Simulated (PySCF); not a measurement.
## Atomic charges against the basis set

Compound: C6H4BrF.
Geometry (PBE0-D3(BJ)/def2-SVP, Å), atoms numbered from 1 in this order:
```
atom  x, y, z in Å
F1    -3.1384   -0.2368   -0.0278
C2    -1.8111   -0.1523    0.0113
C3    -1.0569   -1.3195    0.0370
C4     0.3323   -1.2310    0.0756
C5     0.9435    0.0226    0.0882
Br6    2.8256    0.1426    0.1371
C7     0.1792    1.1889    0.0640
C8    -1.2101    1.1009    0.0254
H9    -1.5634   -2.2860    0.0262
H10    0.9404   -2.1367    0.0953
H11    0.6686    2.1640    0.0749
H12   -1.8339    1.9961    0.0058
```

PBE0 throughout (PySCF), one geometry, spherical d and f functions. Isolated species at its PBE0-D3(BJ)/def2-SVP geometry, gas phase. The calculation is non-relativistic, for bromine too. Atoms taken as equivalent share a column and are averaged. The first 7 of 8 kinds of atom are listed.

Mulliken charges (e):

```json
{"basis": "STO-3G", "functions": "57", "F1": "-0.065", "C2": "+0.104", "C3/C8": "-0.106", "C4/C7": "-0.081", "C5": "-0.070", "Br6": "+0.018", "H9/H12": "+0.096"}
{"basis": "pcSseg-0", "functions": "96", "F1": "-0.357", "C2": "+0.264", "C3/C8": "-0.216", "C4/C7": "-0.166", "C5": "-0.386", "Br6": "+0.199", "H9/H12": "+0.264"}
{"basis": "6-31G", "functions": "98", "F1": "-0.321", "C2": "+0.299", "C3/C8": "-0.180", "C4/C7": "-0.132", "C5": "-0.347", "Br6": "+0.180", "H9/H12": "+0.202"}
{"basis": "6-31G*", "functions": "138", "F1": "-0.318", "C2": "+0.434", "C3/C8": "-0.245", "C4/C7": "-0.172", "C5": "-0.041", "Br6": "-0.044", "H9/H12": "+0.198"}
{"basis": "cc-pVDZ", "functions": "145", "F1": "-0.159", "C2": "+0.155", "C3/C8": "-0.027", "C4/C7": "+0.098", "C5": "-0.213", "Br6": "-0.031", "H9/H12": "+0.031"}
{"basis": "def2-SVP", "functions": "150", "F1": "-0.201", "C2": "+0.291", "C3/C8": "-0.088", "C4/C7": "+0.019", "C5": "-0.082", "Br6": "-0.025", "H9/H12": "+0.041"}
{"basis": "pcSseg-1", "functions": "180", "F1": "-0.269", "C2": "+0.342", "C3/C8": "-0.165", "C4/C7": "+0.070", "C5": "-0.258", "Br6": "-0.081", "H9/H12": "+0.123"}
{"basis": "aug-cc-pVDZ", "functions": "233", "F1": "-0.597", "C2": "+0.247", "C3/C8": "+0.552", "C4/C7": "+0.400", "C5": "+0.573", "Br6": "+0.107", "H9/H12": "-0.558"}
{"basis": "def2-TZVP", "functions": "289", "F1": "-0.182", "C2": "+0.288", "C3/C8": "-0.191", "C4/C7": "-0.157", "C5": "+0.115", "Br6": "-0.087", "H9/H12": "+0.136"}
{"basis": "cc-pVTZ", "functions": "309", "F1": "-0.153", "C2": "+0.268", "C3/C8": "-0.178", "C4/C7": "-0.119", "C5": "+0.003", "Br6": "-0.067", "H9/H12": "+0.133"}
```

IAO charges (e):

```json
{"basis": "STO-3G", "functions": "57", "F1": "-0.077", "C2": "+0.145", "C3/C8": "-0.173", "C4/C7": "-0.139", "C5": "-0.141", "Br6": "+0.106", "H9/H12": "+0.148"}
{"basis": "pcSseg-0", "functions": "96", "F1": "-0.230", "C2": "+0.261", "C3/C8": "-0.186", "C4/C7": "-0.139", "C5": "-0.096", "Br6": "+0.029", "H9/H12": "+0.173"}
{"basis": "6-31G", "functions": "98", "F1": "-0.245", "C2": "+0.268", "C3/C8": "-0.183", "C4/C7": "-0.142", "C5": "-0.080", "Br6": "+0.010", "H9/H12": "+0.176"}
{"basis": "6-31G*", "functions": "138", "F1": "-0.253", "C2": "+0.298", "C3/C8": "-0.184", "C4/C7": "-0.138", "C5": "-0.071", "Br6": "-0.001", "H9/H12": "+0.168"}
{"basis": "cc-pVDZ", "functions": "145", "F1": "-0.253", "C2": "+0.298", "C3/C8": "-0.187", "C4/C7": "-0.143", "C5": "-0.069", "Br6": "+0.007", "H9/H12": "+0.170"}
{"basis": "def2-SVP", "functions": "150", "F1": "-0.253", "C2": "+0.295", "C3/C8": "-0.183", "C4/C7": "-0.139", "C5": "-0.071", "Br6": "+0.011", "H9/H12": "+0.167"}
{"basis": "pcSseg-1", "functions": "180", "F1": "-0.259", "C2": "+0.296", "C3/C8": "-0.186", "C4/C7": "-0.143", "C5": "-0.077", "Br6": "+0.015", "H9/H12": "+0.172"}
{"basis": "aug-cc-pVDZ", "functions": "233", "F1": "-0.267", "C2": "+0.300", "C3/C8": "-0.186", "C4/C7": "-0.146", "C5": "-0.066", "Br6": "+0.005", "H9/H12": "+0.174"}
{"basis": "def2-TZVP", "functions": "289", "F1": "-0.267", "C2": "+0.304", "C3/C8": "-0.188", "C4/C7": "-0.145", "C5": "-0.070", "Br6": "+0.009", "H9/H12": "+0.173"}
{"basis": "cc-pVTZ", "functions": "309", "F1": "-0.265", "C2": "+0.304", "C3/C8": "-0.188", "C4/C7": "-0.145", "C5": "-0.071", "Br6": "+0.008", "H9/H12": "+0.173"}
```

Hirshfeld charges (e):

```csv
basis,functions,F1,C2,C3/C8,C4/C7,C5,Br6,H9/H12
STO-3G,57,-0.022,+0.073,-0.049,-0.029,+0.021,-0.055,+0.034
pcSseg-0,96,-0.077,+0.090,-0.059,-0.048,-0.010,-0.010,+0.058
6-31G,98,-0.087,+0.087,-0.057,-0.043,-0.005,-0.042,+0.063
6-31G*,138,-0.076,+0.088,-0.058,-0.042,+0.002,-0.057,+0.061
cc-pVDZ,145,-0.064,+0.084,-0.060,-0.047,-0.006,-0.027,+0.059
def2-SVP,150,-0.073,+0.090,-0.061,-0.048,-0.004,-0.024,+0.059
pcSseg-1,180,-0.076,+0.089,-0.061,-0.051,-0.009,-0.015,+0.061
aug-cc-pVDZ,233,-0.079,+0.086,-0.062,-0.054,-0.017,-0.006,+0.066
def2-TZVP,289,-0.079,+0.087,-0.061,-0.051,-0.013,-0.015,+0.064
cc-pVTZ,309,-0.075,+0.088,-0.061,-0.050,-0.011,-0.020,+0.063
```

**Question.** Which scheme is steadiest as the basis changes?

**Answer.** Largest range over the bases for any column: Hirshfeld 0.07 e, IAO 0.19 e, Mulliken 0.96 e. Hirshfeld charges move least and Mulliken charges most, counted in e. Without the minimal STO-3G basis the ranges are Hirshfeld 0.05, IAO 0.04, Mulliken 0.96 e.

**Question.** How much do the charges still move between the two largest bases, def2-TZVP and cc-pVTZ?

**Answer.** At most, over all atoms: Mulliken 0.112 e, IAO 0.003 e, Hirshfeld 0.005 e.

**Question.** What do the same runs give for the total energy, the frontier levels and the dipole moment?

**Answer.** 
```json
{"basis": "STO-3G", "energy (Eh)": "-2872.0843", "HOMO (eV)": "-4.41", "LUMO (eV)": "2.33", "μ (D)": "0.92"}
{"basis": "pcSseg-0", "energy (Eh)": "-2900.7636", "HOMO (eV)": "-7.17", "LUMO (eV)": "-0.86", "μ (D)": "0.03"}
{"basis": "6-31G", "energy (Eh)": "-2903.9225", "HOMO (eV)": "-6.97", "LUMO (eV)": "-0.54", "μ (D)": "0.22"}
{"basis": "6-31G*", "energy (Eh)": "-2904.0608", "HOMO (eV)": "-6.84", "LUMO (eV)": "-0.51", "μ (D)": "0.58"}
{"basis": "cc-pVDZ", "energy (Eh)": "-2904.3698", "HOMO (eV)": "-6.91", "LUMO (eV)": "-0.71", "μ (D)": "0.38"}
{"basis": "def2-SVP", "energy (Eh)": "-2903.8217", "HOMO (eV)": "-6.98", "LUMO (eV)": "-0.79", "μ (D)": "0.24"}
{"basis": "pcSseg-1", "energy (Eh)": "-2904.0613", "HOMO (eV)": "-7.09", "LUMO (eV)": "-0.93", "μ (D)": "0.22"}
{"basis": "aug-cc-pVDZ", "energy (Eh)": "-2904.3895", "HOMO (eV)": "-7.05", "LUMO (eV)": "-0.97", "μ (D)": "0.33"}
{"basis": "def2-TZVP", "energy (Eh)": "-2904.4986", "HOMO (eV)": "-7.03", "LUMO (eV)": "-0.92", "μ (D)": "0.34"}
{"basis": "cc-pVTZ", "energy (Eh)": "-2904.5331", "HOMO (eV)": "-7.01", "LUMO (eV)": "-0.87", "μ (D)": "0.40"}
```

The dipole is fixed by the density alone, so its range of 0.89 D shows that the density itself changes with the basis, not only its division among atoms.
